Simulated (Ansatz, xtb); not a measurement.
**Ranking isomers of CH5FSSi**

3 gas-phase structures of CH5FSSi, from a drawn sample of its isomers (lower ones may exist). Each was relaxed with GFN2-xTB; where two conformers were screened, the lower at r2SCAN-D4/def2-SVP is listed:

A. `CS[SiH2]F`, a singlet
B. `F[SiH2]CS`, a singlet
C. `C[Si@H](F)S`, a singlet

Make a reasoned guess at their ranking by r2SCAN-D4/def2-SVP single-point energy.

Calculated order at r2SCAN-D4/def2-SVP: C (0.000), A (0.713), B (1.333) eV.

Energies above the lowest of each column, in eV; the last columns are at B3LYP-D3(BJ)/def2-SVP geometries and were run for some of them only (a dash: not run or not comparable):

```tsv
structure	GFN2-xTB	HF/STO-3G	r2SCAN-D4/def2-SVP	B3LYP-D3(BJ)/def2-SVP	CCSD(T)/def2-SVP + ΔMP2/def2-TZVPP
C	0.053	0.000	0.000	0.000	0.000
A	0.000	0.437	0.713	0.664	0.669
B	0.837	1.040	1.333	–	–
```

CCSD(T)/def2-SVP + ΔMP2/def2-TZVPP puts C lowest of those it was run on; GFN2-xTB picks A. Flexible structures stand in one conformer each, not always the lowest. Frequencies (B3LYP-D3(BJ)/def2-SVP) were run for A, C alone. ΔMP2 is the change of the MP2 energy from the smaller to the larger basis.

Programs: Ansatz 0.2.0, xtb 6.7.1.
